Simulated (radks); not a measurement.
Values are calculated unless marked as measured or tabulated.
Task: The rhodium ion Rh4+, configuration [Ar] 3d10 4s1 4p6 4d5 5d1 (not the ground configuration). Code: a radial shooting solver on a logarithmic mesh with Libxc functionals. Model: scalar-relativistic Kohn-Sham, PBE, spin-polarised, spherical densities, point nucleus; open shells are filled with parallel spins first (spin-orbit coupling, left out, can overturn this in heavy ions). Some entries of the table are withheld. Estimate them.

orbital  occ.  eigenvalue (eV)  r(max) (bohr)
1s up       1        -23107.53        0.02117
1s down     1        -23107.25        0.02117
2s up       1        -3408.619         0.1198
2s down     1        -3407.307         0.1198
2p up       3        -3061.775        0.09576
2p down     3        -3060.730        0.09575
3s up       1        -664.4022         0.3513
3s down     1        -663.5259         0.3514
3p up       3        -550.4448         0.3445
3p down     3        -549.4696         0.3446
3d up       5        -368.4297         0.2911
3d down     5        -367.0804         0.2914
4s up       1        -147.8941         0.8743
4s down     0        -141.5322         0.8705
4p up       3        -114.6047         0.9297
4p down     3        -108.1780         0.9264
4d up       5         -65.3854          1.063
4d down     0         -59.3013          1.064
5s up       0              (1)          2.038
5s down     0              (2)          2.065
5p up       0         -37.1483          2.298
5d up       1         -25.0185          3.000

Result: 
(1) 5s up eigenvalue (eV): -45.9952
(2) 5s down eigenvalue (eV): -42.5595
